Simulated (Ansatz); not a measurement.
CH$_{5}$FNOSn (`C[O][Sn]([NH2])[F]`) radical. Total charge 0; spin multiplicity 2. Sn takes the def2 core potential. All single points use the PBE0-D4/def2-TZVP geometry. It is one conformer, not always the lowest.

```xyz
10

C     0.077   -0.424    1.949
O    -0.243    0.405    0.857
Sn    0.739    0.333   -0.848
N    -0.689    0.784   -2.245
F     1.041   -1.561   -1.129
H     0.935   -0.040    2.514
H    -0.787   -0.435    2.620
H     0.290   -1.455    1.648
H    -0.350    0.649   -3.193
H    -1.014    1.744   -2.173
```

**Question.** What is the dipole moment at PBE/def2-TZVPP? (Best estimate.)

**Answer.** Ansatz gave: 2.69 D, with components (0.53, 2.58, -0.55) D in this frame, pointing from negative to positive charge.

**Question.** And with r2SCAN, B3LYP, ωB97M-V? (An estimate is asked.)

**Answer.** Computed: r2SCAN 2.83 D, B3LYP 2.95 D, ωB97M-V 3.06 D.

**Question.** Give the Mulliken charges with PBE, B3LYP, r2SCAN in def2-TZVPP. (Estimate.)

**Answer.** The calculation gave: 
```json
{"atom": "C1", "PBE": "-0.13", "B3LYP": "-0.12", "r2SCAN": "0.02"}
{"atom": "O2", "PBE": "-0.45", "B3LYP": "-0.53", "r2SCAN": "-0.53"}
{"atom": "Sn3", "PBE": "0.89", "B3LYP": "1.02", "r2SCAN": "0.99"}
{"atom": "N4", "PBE": "-0.44", "B3LYP": "-0.45", "r2SCAN": "-0.47"}
{"atom": "F5", "PBE": "-0.46", "B3LYP": "-0.50", "r2SCAN": "-0.50"}
{"atom": "H6", "PBE": "0.09", "B3LYP": "0.09", "r2SCAN": "0.05"}
{"atom": "H7", "PBE": "0.10", "B3LYP": "0.10", "r2SCAN": "0.06"}
{"atom": "H8", "PBE": "0.11", "B3LYP": "0.11", "r2SCAN": "0.07"}
{"atom": "H9", "PBE": "0.15", "B3LYP": "0.14", "r2SCAN": "0.15"}
{"atom": "H10", "PBE": "0.15", "B3LYP": "0.14", "r2SCAN": "0.15"}
```

B3LYP here is the variant with VWN-RPA as its local correlation; programs differ in this.
